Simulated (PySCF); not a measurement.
A calculated (LDA, PySCF 2.14, ANO-RCC-VTZP, scalar relativity by spin-free X2C-1e) atom or ion has these occupied shells.

| shell | electrons | orbital energy (eV) | rms radius, mean of both spins (bohr) |
| --- | --- | --- | --- |
| 1s α | 1 | -51688.5 | 0.0245 |
| 1s β | 1 | -51688.5 | 0.0245 |
| 2s α | 1 | -8598.3 | 0.0990 |
| 2s β | 1 | -8598.2 | 0.0990 |
| 2p α | 3 | -7664.4 | 0.0890 |
| 2p β | 3 | -7664.3 | 0.0890 |
| 3s α | 1 | -1934.2 | 0.256 |
| 3s β | 1 | -1931.8 | 0.256 |
| 3p α | 3 | -1644.7 | 0.256 |
| 3p β | 3 | -1642.2 | 0.256 |
| 3d α | 5 | -1258.5 | 0.235 |
| 3d β | 5 | -1256.6 | 0.235 |
| 4s α | 1 | -410.50 | 0.576 |
| 4s β | 1 | -405.16 | 0.576 |
| 4p α | 3 | -314.53 | 0.611 |
| 4p β | 3 | -309.27 | 0.611 |
| 4d α | 5 | -180.89 | 0.671 |
| 4d β | 5 | -175.74 | 0.671 |
| 5s α | 1 | -77.712 | 1.38 |
| 5s β | 1 | -75.191 | 1.38 |
| 5p α | 3 | -53.882 | 1.60 |
| 5p β | 3 | -51.986 | 1.60 |
| 4f α | 7 | -36.402 | 0.937 |
| 4f β | 1 | -31.321 | 0.937 |

(1) Name the element and its charge.

Answers

(1) Tb³⁺ (terbium, charge +3), in [Xe] 4f8, high-spin 7F determinant.
